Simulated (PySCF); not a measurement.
C2H3Cl3Si2, SMILES C(#C)[SiH2][Si](Cl)(Cl)Cl (PBE0/def2-SVP optimised geometry):

```
10

C     -0.550    -4.950    -1.827
C     -0.954    -3.804    -1.869
Si    -1.539    -2.072    -1.888
Si    -0.702    -0.977     0.000
Cl     1.355    -0.977     0.000
Cl    -1.357    -1.882     1.727
Cl    -1.355     0.977     0.000
H     -0.194    -5.965    -1.792
H     -1.040    -1.362    -3.101
H     -3.028    -2.020    -1.839
```

Method: PBE0/def2-TZVP run with PySCF.

Q: What are the frontier orbital energies and the dipole moment?

A: HOMO-2 -9.20 eV, HOMO-1 -8.62 eV, HOMO -8.20 eV, LUMO -1.00 eV, LUMO+1 -0.80 eV; dipole moment 1.85 D.

Meta-Löwdin charges at PBE0/def2-TZVP: C1 -0.13, C2 -0.29, Si3 0.39, Si4 0.76, Cl5 -0.26, Cl6 -0.26, Cl7 -0.27, H8 0.18, H9 -0.06, H10 -0.06.
